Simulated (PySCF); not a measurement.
## Bond energies at PBE/def2-SVP beside a composite method

PySCF, lowest determinants of a PBE0 search. The composite is CCSD(T) extrapolated to the basis-set limit from two correlation-consistent sets, with core-valence (CV) and scalar-relativistic (SR) terms as its label shows; it has no spin–orbit coupling and nothing beyond (T).

```
species  state (unpaired electrons)  De PBE (eV)  De composite (eV)           composite  dissociates to
     SI               doublet (π ↑)         2.61               2.38     CCSD(T)/CBS(TQ)           S + I
    Rb2      singlet (closed shell)         0.53               0.51     CCSD(T)/CBS(DT)         Rb + Rb
    CSe      singlet (closed shell)         6.70               6.27  CCSD(T)/CBS(TQ)+CV          C + Se
    PbN               doublet (π ↑)         2.66               2.31     CCSD(T)/CBS(DT)          Pb + N
    TeF               doublet (π ↑)         3.75               3.58  CCSD(T)/CBS(TQ)+CV          Te + F
    KRb      singlet (closed shell)         0.56               0.53     CCSD(T)/CBS(DT)          K + Rb
    CsK      singlet (closed shell)         0.54               0.50     CCSD(T)/CBS(DT)          Cs + K
   InCl      singlet (closed shell)         4.65               4.61  CCSD(T)/CBS(DT)+CV         In + Cl
```

**Question.** Does PBE bind more or less than the composite, by how much on average, and where is the difference largest?

**Answer.** PBE/def2-SVP binds more on average, method and basis taken together: the mean signed difference is +0.16 eV and the mean absolute one 0.16 eV; it is largest for CSe (+0.43 eV).

The molecules are drawn from runs that passed checks on state, spin purity and fit, so the hardest cases are missing and the errors look smaller than over all diatomics.

Correlated steps freeze the inner cores (5 to 28 orbitals); shallow outer-core shells are correlated. Closed-shell solutions of metal pairs were not tested for spin polarisation, which can lower them a little. Weak bonds: CsK. Basis-set superposition, not corrected here, can be much of De in a small basis, most of all at correlated wavefunction levels. Functionals without a dispersion term scatter widely for such bonds, and LDA overbinds them. Spin–orbit coupling is left out, which matters for elements this heavy, above all for dissociation energies. Where the molecule has an RHF reference, its open-shell atoms are computed with UHF. The CCSD T1 diagnostic is raised in CSe, PbN, a sign that a single reference may not be enough there. States were picked by a PBE0 search and need not be the measured ground states.
